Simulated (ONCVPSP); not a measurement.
**Logarithmic derivatives: Pb, ONCV**

```json
{
  "Element": "Pb",
  "Generator": "ONCVPSP 4.0.1",
  "Type": "optimised norm-conserving Vanderbilt (ONCV)",
  "Functional": "PW91",
  "Relativity": "fully relativistic",
  "Frozen core": "[Kr] 4d10 4f14",
  "Valence charge": "22",
  "Reference configuration": "5s2 5p6 5d10 6s2 6p1 (charge +1)",
  "Partial waves": "5s+6s: rc 1.35 bohr, ncon 4, nbas 9, qcut 8.1 1/bohr, 3 projectors, debl 0.9 Ha; 5p+6p: rc 1.55 bohr, ncon 3, nbas 7, qcut 11.3 1/bohr, 2 projectors; 5d: rc 1.40 bohr, ncon 4, nbas 7, qcut 6.9 1/bohr, 1 projector; f scattering state at 0.35 Ha: rc 1.70 bohr, ncon 4, nbas 9, qcut 6.9 1/bohr, 3 projectors, debl 0.5 Ha",
  "Local potential": "polynomial inside 0.85 bohr (lpopt 1, dvloc0 6 Ha)",
  "Core correction": "polynomial model core, fcfact 0.5"
}
```

Open shells are filled in proportion to 2j + 1.

The phase is arctan(r·R′/R) of the radial function R(r), unwrapped; energies in Ha, scanned from -7 to 5 Ha. A pole is an energy at which the radial function vanishes at the test radius. The pseudo phase is shifted by a multiple of π to meet the all-electron one at the reference energy, and phase errors are pseudo minus all-electron; the curves can meet again beyond the range given. Levels narrower than the energy grid can be missing from the lists of poles.

```
channel  radius (bohr)  reference energy (Ha)  poles, all-electron  poles, pseudo  unbroken range about the reference energy with phases within 0.05 rad  phase error 1 Ha above the reference energy (rad)
      s           1.37                  -0.71                -4.86          -4.86                                                        the whole range                                             +0.000
   p3/2           1.57                  -0.35                -2.62          -2.62                                                        the whole range                                             -0.000
   p1/2           1.57                  -0.42                -3.67          -3.67                                                        the whole range                                             -0.000
   d5/2           1.42                  -1.02                 1.18           1.11                                                              below 3.3                                             -0.002
   d3/2           1.42                  -1.12                 0.91           0.86                                                              below 3.3                                             -0.002
   f7/2           1.72                   0.35          -5.04, 3.12    -4.04, 3.12                                                             above -4.0                                             +0.000
   f5/2           1.72                   0.35          -5.24, 3.07    -0.29, 3.07                                                             above -0.3                                             +0.000
```

Note: ghosts flagged at negative energy: f7/2 at -108.7 eV, f5/2 at -6.1 eV; GHOST(+) flagged for s at 435.0 eV. A true bound ghost makes a file unfit for plane-wave use.

Phases in the p3/2 channel:

```
E (Ha)  all-electron  pseudo
 -6.96         1.299   1.299
 -6.32         1.264   1.264
 -5.68         1.209   1.209
 -5.04         1.107   1.107
 -4.40         0.828   0.828
 -3.76        -0.474  -0.474
 -3.12        -1.387  -1.387
 -2.48        -1.602  -1.602
 -1.84        -1.709  -1.709
 -1.20        -1.794  -1.794
 -0.56        -1.887  -1.887
  0.08        -2.018  -2.018
  0.72        -2.246  -2.247
  1.36        -2.729  -2.730
  2.00        -3.523  -3.527
  2.64        -4.064  -4.067
  3.28        -4.312  -4.316
  3.92        -4.442  -4.446
  4.56        -4.522  -4.525
```
